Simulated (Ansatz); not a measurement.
The same path of Cl3H2NSi + H2O (10 atoms, charge 0, multiplicity 1) was run twice with different band settings. Lost on the way: Si1–N2, O8–H10. Made: Si1–O8, N2–H10.

Method: RKS PBE0-D4/6-31G* (Ansatz).

Relaxed end points:

```xyz
10
Properties=species:S:1:pos:R:3
Si -0.294 0.323 0.102
N -0.200 0.270 1.782
H -0.166 1.119 2.329
H 0.294 -0.526 2.182
Cl 1.520 0.278 -0.886
Cl -1.257 2.038 -0.445
Cl -1.326 -1.306 -0.606
O 1.178 -2.261 1.670
H 1.889 -2.118 1.031
H 0.535 -2.805 1.195
```

```xyz
10
Properties=species:S:1:pos:R:3
Si 0.319 -0.315 -0.887
N 0.140 -0.730 2.742
H 0.718 -1.148 3.466
H -0.777 -1.164 2.797
Cl 1.501 -0.006 -2.514
Cl -0.554 1.472 -0.350
Cl -1.213 -1.568 -1.431
O 1.206 -0.911 0.309
H 0.811 -0.874 1.247
H 0.022 0.253 2.974
```

Common settings: spring 5.0 eV/Å²; optimiser quadratic models (default); start path through a guess of the saddle point; force threshold 0.03 eV/Å; iteration limit 60; end points relaxed.

| run | movable images | climbing image |
| --- | --- | --- |
| 1 | 9 | yes |
| 2 | 3 | no |

(1) What does each run give, and how far can it be trusted?

Answers

(1) Run 1: not converged after 60 iterations, highest image 0.584 eV above the first end. The band didn't meet its force threshold, so its energies are provisional: the largest band force was still 1.52 eV/Å, and over the last iterations the top moved between 0.39 and 0.58 eV. Neighbouring images lie up to 2.3 Å apart, so the band is torn or far too coarse.
Run 2: converged after 36 iterations, highest image 0.213 eV above the first end. No image climbed, so the highest image needn't sit at the top of the path. So few images can step over the top or miss a turn of the path.
The orbitals stay closed-shell, which can raise the energy where a bond breaks towards radicals; this wasn't checked here.
